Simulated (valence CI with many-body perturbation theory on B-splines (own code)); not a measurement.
# Sensitivity of CI+MBPT for Pm LV

Computed by valence CI with perturbative core correlation (CI+MBPT): five valence electrons over a frozen Dirac-Fock core [He], a basis of 6 s, 6 p, 5 d, 3 f, 1 g functions for each j, with the one-electron correlation potential Σ1 (screened to all orders), the two-electron term Σ2, the three-electron term Σ3, Breit, model QED; selected single and double excitations, second order for the rest, scaled by the run's own slope (own B-spline code, finite nucleus).

No measured spectrum was set against this ion. As an estimate, large intervals hold to a few tenths of a per cent, small ones and those within an open d or f shell to about a per cent. Among the levels kept, up to 1700 cm⁻¹ of a level comes from second order outside the variational space, and about a tenth of that is noise between levels of different J, which matters for small intervals.

The reference run has the lowest level (2s^2 2p1/2^2 2p3/2) J=3/2 and an ionisation energy of 10942.9 eV. Its largest variational space holds 10000 state functions.

Levels are named by their leading jj configuration (3d3/2^4 stands for four electrons in 3d with j = 3/2), which in mixed levels can hold well under half, so a name can repeat and another be missing. Letters in brackets count levels of one name in rising energy.

Changed runs:
A. scale of Σ1 1 → 1.1; natural orbitals for correlation on → off
B. correlating orbitals by l 3 3 3 2 1 → 4 2 1 3 2; selection threshold (hartree) 2e-08 → 1e-06
C. scale of Σ1 1 → 0
D. highest l in the core sums 6 → 2 (bad on purpose)

Excitation energies of the reference run in cm⁻¹, and shifts in cm⁻¹:

```tsv
Level	Reference	A	B	C	D
(2s^2 2p1/2 2p3/2^2) J=3/2	4569120	-1988	-128	-1034	+120
(2s^2 2p1/2 2p3/2^2) J=5/2	4743820	-324	-57	-1037	+119
(2s^2 2p1/2 2p3/2^2) J=1/2	5050850	+187	+27	-1044	+119
(2s 2p1/2^2 2p3/2^2) J=5/2	6657560	+132	-156	+1213	-413
(2s 2p1/2^2 2p3/2^2) J=1/2	7313490	+3889	+53	+1197	-412
(2s 2p1/2^2 2p3/2^2) J=3/2	7325680	+4464	+106	+1207	-413
(2s^2 2p3/2^3) J=3/2	9631250	-1485	-58	-2053	+232
(2s 2p1/2 2p3/2^3) J=3/2 [a]	11405500	-1014	-215	+183	-295
(2s 2p1/2 2p3/2^3) J=5/2	11697500	+1469	-84	+182	-294
(2s 2p1/2 2p3/2^3) J=1/2	12067200	+2775	+11	+176	-293
(2s 2p1/2 2p3/2^3) J=3/2 [b]	12150300	+4162	+82	+181	-294
(2p1/2^2 2p3/2^3) J=3/2	14456400	+8844	+237	+2385	-819
Ionisation energy (eV)	10942.9	-1.0	-0.055	-0.31	+0.054
```
